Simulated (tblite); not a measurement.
Species: C6H14BNSi.
Numbering: `[NH2:1][BH:2][C@:3]1([CH:4]2[CH2:5][CH2:6]2)[CH2:7][CH2:8][SiH2:9]1` (hydrogens: H10, H11 on N1; H12 on B2; H13 on C4; H14, H15 on C5; H16, H17 on C6; H18, H19 on C7; H20, H21 on C8; H22, H23 on Si9)

Computed with GFN2-xTB (tblite), gas phase: L-BFGS steps from a force-field or distance-geometry start until the largest atomic force falls under 0.01 eV/Å.

Step 156: E = -703.2872 eV
```
atom  x, y, z in Å  |  force x, y, z in eV/Å
N1     -2.3291   -1.3671   -0.0381    0.044  -0.001  -0.024
B2     -1.0164   -1.5465   -0.4441   -0.058  -0.007  -0.007
C3      0.0180   -0.3578   -0.2895    0.039   0.005   0.037
C4     -0.6144    0.9904   -0.5511    0.026   0.013   0.042
C5     -1.2516    1.7867    0.5471   -0.023   0.017   0.015
C6      0.0266    2.2615   -0.0769    0.001  -0.001  -0.014
C7      1.3550   -0.5306   -1.0656   -0.005  -0.034  -0.041
C8      2.2955   -0.9888    0.0657   -0.007   0.033   0.015
Si9     0.9651   -0.6269    1.3773   -0.031  -0.039  -0.001
H10    -2.6716   -0.4926    0.3260    0.009  -0.024  -0.025
H11    -3.0383   -2.0802   -0.0729    0.031   0.020  -0.002
H12    -0.6982   -2.6016   -0.8534   -0.007   0.029   0.010
H13    -1.1008    1.0441   -1.5234    0.020   0.017   0.049
H14    -2.1522    2.3488    0.3436   -0.027  -0.025  -0.027
H15    -1.2116    1.3883    1.5515    0.037   0.014  -0.016
H16    -0.0149    3.1316   -0.7178    0.007  -0.020   0.020
H17     0.9352    2.1966    0.5042   -0.037  -0.004  -0.025
H18     1.6800    0.4231   -1.4833   -0.004  -0.011   0.011
H19     1.2929   -1.2490   -1.8819   -0.032  -0.019  -0.023
H20     3.2186   -0.4170    0.1138    0.043   0.006   0.007
H21     2.5707   -2.0383   -0.0137   -0.024   0.002  -0.028
H22     1.2254    0.5082    2.2689   -0.010   0.013  -0.003
H23     0.5115   -1.7559    2.1966    0.007   0.016   0.030
```

Step 157: E = -703.2885 eV
```
atom  x, y, z in Å  |  force x, y, z in eV/Å
N1     -2.3315   -1.3683   -0.0517    0.036   0.044  -0.003
B2     -1.0136   -1.5479   -0.4389   -0.063   0.009   0.003
C3      0.0172   -0.3567   -0.2869    0.041   0.004   0.042
C4     -0.6150    0.9917   -0.5472    0.036   0.002   0.035
C5     -1.2505    1.7883    0.5511   -0.027   0.020   0.007
C6      0.0257    2.2642   -0.0760    0.000   0.001  -0.008
C7      1.3517   -0.5310   -1.0671    0.009  -0.038  -0.011
C8      2.2943   -0.9922    0.0613   -0.006   0.024   0.041
Si9     0.9688   -0.6266    1.3770   -0.033  -0.057   0.015
H10    -2.6803   -0.4907    0.2999    0.018  -0.028  -0.030
H11    -3.0396   -2.0818   -0.0842    0.023  -0.009  -0.008
H12    -0.6859   -2.6054   -0.8294   -0.003  -0.006  -0.008
H13    -1.1019    1.0439   -1.5195    0.017   0.024   0.053
H14    -2.1524    2.3484    0.3487   -0.034  -0.022  -0.021
H15    -1.2059    1.3913    1.5557    0.027   0.010  -0.009
H16    -0.0193    3.1324   -0.7191    0.011  -0.017   0.021
H17     0.9341    2.2048    0.5064   -0.039  -0.014  -0.040
H18     1.6787    0.4234   -1.4796   -0.005   0.001  -0.018
H19     1.2844   -1.2480   -1.8844   -0.019  -0.006  -0.024
H20     3.2210   -0.4250    0.1105    0.024  -0.006  -0.014
H21     2.5625   -2.0437   -0.0168   -0.015   0.008  -0.034
H22     1.2271    0.5093    2.2666   -0.001   0.031   0.002
H23     0.5258   -1.7535    2.2066    0.002   0.025   0.009
```

Step 158: E = -703.2894 eV
```
atom  x, y, z in Å  |  force x, y, z in eV/Å
N1     -2.3356   -1.3656   -0.0697    0.070  -0.012  -0.014
B2     -1.0103   -1.5490   -0.4320   -0.070  -0.007   0.013
C3      0.0173   -0.3548   -0.2829    0.026  -0.015   0.029
C4     -0.6159    0.9930   -0.5420    0.025  -0.016   0.018
C5     -1.2497    1.7902    0.5568   -0.016   0.018   0.001
C6      0.0240    2.2669   -0.0754   -0.004   0.008   0.006
C7      1.3484   -0.5312   -1.0684    0.022  -0.021   0.026
C8      2.2930   -0.9961    0.0575    0.006   0.000   0.036
Si9     0.9731   -0.6264    1.3778   -0.021  -0.047   0.026
H10    -2.6917   -0.4851    0.2661    0.010  -0.029  -0.035
H11    -3.0374   -2.0862   -0.0985    0.027   0.025  -0.002
H12    -0.6687   -2.6136   -0.7964   -0.034   0.033  -0.001
H13    -1.1060    1.0438   -1.5127    0.016   0.022   0.046
H14    -2.1534    2.3479    0.3559   -0.030  -0.023  -0.013
H15    -1.1987    1.3939    1.5608    0.014   0.011   0.002
H16    -0.0260    3.1334   -0.7198    0.018  -0.005   0.012
H17     0.9340    2.2112    0.5048   -0.037  -0.015  -0.039
H18     1.6764    0.4250   -1.4752   -0.002   0.001  -0.042
H19     1.2753   -1.2453   -1.8882   -0.004   0.010  -0.010
H20     3.2253   -0.4358    0.1046   -0.009  -0.022  -0.025
H21     2.5520   -2.0505   -0.0206   -0.007   0.025  -0.033
H22     1.2323    0.5115    2.2646    0.003   0.034  -0.001
H23     0.5376   -1.7504    2.2158   -0.004   0.025  -0.002
```

Step 159: E = -703.2901 eV
```
atom  x, y, z in Å  |  force x, y, z in eV/Å
N1     -2.3343   -1.3645   -0.0730    0.000   0.009   0.008
B2     -1.0107   -1.5468   -0.4316    0.000   0.042   0.019
C3      0.0192   -0.3549   -0.2801    0.006  -0.016   0.007
C4     -0.6134    0.9932   -0.5385    0.013  -0.023   0.000
C5     -1.2510    1.7909    0.5575   -0.003   0.011   0.000
C6      0.0225    2.2689   -0.0743   -0.007   0.014   0.021
C7      1.3475   -0.5354   -1.0700    0.021   0.004   0.054
C8      2.2939   -0.9961    0.0564    0.010  -0.018   0.029
Si9     0.9750   -0.6288    1.3789   -0.007  -0.019   0.029
H10    -2.6906   -0.4848    0.2627   -0.007   0.000  -0.023
H11    -3.0361   -2.0842   -0.1047    0.005   0.003  -0.002
H12    -0.6695   -2.6073   -0.7942   -0.003  -0.063  -0.036
H13    -1.1036    1.0439   -1.5084    0.009   0.015   0.021
H14    -2.1564    2.3449    0.3533   -0.023  -0.026  -0.002
H15    -1.1976    1.3960    1.5615    0.001   0.013   0.017
H16    -0.0289    3.1342   -0.7192    0.017   0.009  -0.008
H17     0.9313    2.2171    0.5066   -0.017  -0.019  -0.021
H18     1.6754    0.4195   -1.4794   -0.002   0.007  -0.051
H19     1.2705   -1.2514   -1.8884    0.004   0.018   0.010
H20     3.2270   -0.4367    0.1025   -0.022  -0.021  -0.030
H21     2.5519   -2.0505   -0.0208    0.004   0.011  -0.030
H22     1.2283    0.5112    2.2651    0.009   0.031  -0.006
H23     0.5449   -1.7515    2.2210   -0.008   0.017  -0.007
```

**Question.** Estimate the geometry and energy of step 160. (The exact step hangs on the optimiser's Hessian estimate; all steps are aligned on step 159, rigid shifts and turns removed.)

**Answer.** E = -703.2906 eV, largest force 0.058 eV/Å
```
atom  x, y, z in Å  |  force x, y, z in eV/Å
N1     -2.3357   -1.3628   -0.0795    0.023   0.045   0.013
B2     -1.0090   -1.5471   -0.4283   -0.012   0.014   0.015
C3      0.0202   -0.3548   -0.2781   -0.001  -0.017  -0.001
C4     -0.6142    0.9924   -0.5361    0.001  -0.010   0.006
C5     -1.2506    1.7906    0.5606    0.008   0.008  -0.004
C6      0.0210    2.2693   -0.0747   -0.015   0.012   0.018
C7      1.3478   -0.5350   -1.0693    0.014   0.012   0.041
C8      2.2939   -0.9978    0.0563    0.006  -0.019   0.014
Si9     0.9769   -0.6289    1.3803   -0.001   0.004   0.022
H10    -2.6957   -0.4806    0.2489    0.014  -0.041  -0.038
H11    -3.0360   -2.0834   -0.1115   -0.008  -0.006  -0.001
H12    -0.6637   -2.6112   -0.7823   -0.021  -0.026  -0.023
H13    -1.1079    1.0428   -1.5039    0.008   0.008   0.006
H14    -2.1569    2.3438    0.3574   -0.018  -0.029   0.000
H15    -1.1954    1.3958    1.5647    0.002   0.016   0.019
H16    -0.0329    3.1347   -0.7190    0.016   0.008  -0.013
H17     0.9323    2.2176    0.5017   -0.008  -0.017  -0.003
H18     1.6752    0.4204   -1.4790    0.000   0.001  -0.036
H19     1.2704   -1.2490   -1.8901    0.001   0.017   0.025
H20     3.2288   -0.4418    0.0996   -0.013  -0.012  -0.022
H21     2.5485   -2.0526   -0.0221    0.005   0.000  -0.028
H22     1.2321    0.5137    2.2635    0.008   0.022  -0.008
H23     0.5461   -1.7494    2.2237   -0.009   0.010   0.000
```

The energy changes by -0.0005 eV. The first-order estimate −F·Δx gives -0.0007 eV and the mean of the old and new forces, exact on a quadratic surface, -0.0005 eV. The step makes an angle of 81° with the force vector and moves no atom by more than 0.015 Å.

What follows is the cost of the whole relaxation. The run took 4.4 s wall on Intel Xeon at 2.70 GHz, one thread, shared host with 64 logical CPUs at a one-minute load of 60.
